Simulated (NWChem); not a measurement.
Species: C2HBCl2; SMILES C#CB(Cl)Cl

```xyz
6

B      0.0005     0.0000    -0.0013
C      0.0314    -1.5146     0.0013
C      0.0548    -2.7317     0.0043
H      0.0753    -3.8076     0.0074
Cl     1.4902     0.9139    -0.0026
Cl    -1.5268     0.8498    -0.0026
```
Atoms are numbered in this order, from 1.

STO-3G and 3-21G are far too small for this property and stand as cheap habits. The geometry was optimised at PBE0/def2-SVP.

Task: Give the principal values of the shielding tensors (ppm) of B1, C2, C3, Cl5 from Hartree-Fock/STO-3G, GIAO (NWChem), with their diamagnetic and paramagnetic parts as GIAO splits them.

Result: 
| atom | σ11 | σ22 | σ33 | isotropic | diamagnetic | paramagnetic |
|---|---|---|---|---|---|---|
| B1 | 64.0 | 65.9 | 131.2 | 87.0 | 198.0 | -111.0 |
| C2 | 112.4 | 113.1 | 338.6 | 188.1 | 263.3 | -75.2 |
| C3 | 100.7 | 114.6 | 159.1 | 124.8 | 263.5 | -138.7 |
| Cl5 | 844.1 | 967.7 | 1217.9 | 1009.9 | 1128.3 | -118.4 |
